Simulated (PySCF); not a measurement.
Polarisability and C₆ of Xe⁺ (xenon, charge +1)

[Kr] 4d10 5s2 5p4 6s1, high-spin 4P determinant (an excited configuration). Calculation: PySCF 2.14, in aug-cc-pVTZ-DK3 (8s7p5d2f, 68 functions); the spin-free X2C one-electron Hamiltonian (Gaussian nucleus). Coupled (time-dependent) response in atomic units; α is the mean over directions.

| method | mean α (bohr³) | α xx, yy, zz | C₆ (like pair) | S(−4) |
| --- | --- | --- | --- | --- |
| UHF | 181.0 | 209.4, 124.4, 209.3 | 2102 | 30820 |
| PBE | 127.4 | 149.8, 82.72, 149.8 | 1336 | 14250 |
| PBE0 | 140.0 | 165.2, 89.75, 165.1 | 1508 | 17510 |

S(−4) is the Cauchy moment in α(ω) = α(0) + S(−4) ω² + …

Spin-orbit coupling is absent.

α(iu) at PBE0:

| u (hartree) | α(iu) (bohr³) |
| --- | --- |
| 0 | 140.0 |
| 0.0500 | 107.5 |
| 0.100 | 66.56 |
| 0.200 | 31.91 |
| 0.300 | 20.69 |
| 0.500 | 12.27 |
| 0.750 | 7.787 |
| 1.00 | 5.397 |
| 1.50 | 3.042 |
| 2.00 | 1.975 |
| 3.00 | 1.053 |
| 5.00 | 0.4573 |

A single London oscillator, α(iu) = α/(1 + u²/ω²), gives C₆ = (3/4) ω α². Matching the computed C₆ needs ω = 4 × 1508 / (3 × 140.0²) = 0.103 hartree.

For an ion, C₆ is the dispersion term alone; charge-induced terms of lower order in 1/R come first.

The components differ because the open shell of this determinant is not spherical; for a pure term their mean is the scalar polarisability.

The outer electron is Rydberg-like, and this basis confines it to a smaller radius and binds it less than a complete one would.
